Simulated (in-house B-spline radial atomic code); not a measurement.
# Correlation energy from the adiabatic connection: −Z/r, Z = 0.75, wall at 0.5 bohr

Two electrons in a singlet, external potential −Z/r, Z = 0.75, wall at 0.5 bohr (atomic units). Full CI in B-splines (partial waves to l = 8, correlation up to 0.6 % small) with the density held fixed gives W(λ) = <V_ee>_λ − U, and E_c is the integral of W(λ) − W(0) from 0 to 1.

```csv
λ,W(λ) − W(0) (hartree)
0,0.00000
0.02,-0.00216
0.05,-0.00538
0.12,-0.01284
0.25,-0.02651
0.4,-0.04199
0.6,-0.06212
0.8,-0.08171
1,-0.10078
```

Q: Integrate the table by the trapezoid rule.

A: The strips give -0.00002, -0.00011, -0.00064, -0.00256, -0.00514, -0.01041, -0.01438, -0.01825, which sum to -0.05151 hartree. The direct value, W(1) − W(0) + T_c with T_c = 0.04923, is -0.05155; the curve is convex, so chords lie above it and the trapezoids fall short in size by 0.07 %.

Q: Now use only three numbers: W(0) = -3.6218, the initial slope W'(0) = -0.1079 (extrapolated from the first points) and the strong-coupling limit of the point-charge-plus-continuum model, W∞ = -3.7193. What do second-order theory and the interpolation W(λ) = W∞ + (W(0) − W∞)/√(1 + 2χλ) of Seidl, Perdew and Levy give?

A: Second order keeps the slope alone: E_c = W'(0)/2 = -0.05395, +5 % in size against -0.05155. Matching the slope fixes χ = W'(0)/(W∞ − W(0)) = -0.1079/(-0.09750) = 1.10667. Integrating, with s = √(1 + 2χ) = 1.792577, E_c = −(W(0) − W∞)(s − 1)/(s + 1) = −0.09750 × 0.792577/2.792577 = -0.02767 hartree, -46.3 % in size against the full result. At λ = 1 the formula gives W − W(0) = -0.04311 against -0.10078. Part of the miss can come from the model's W∞, which here lies above the computed W at λ = 10, -4.23311.
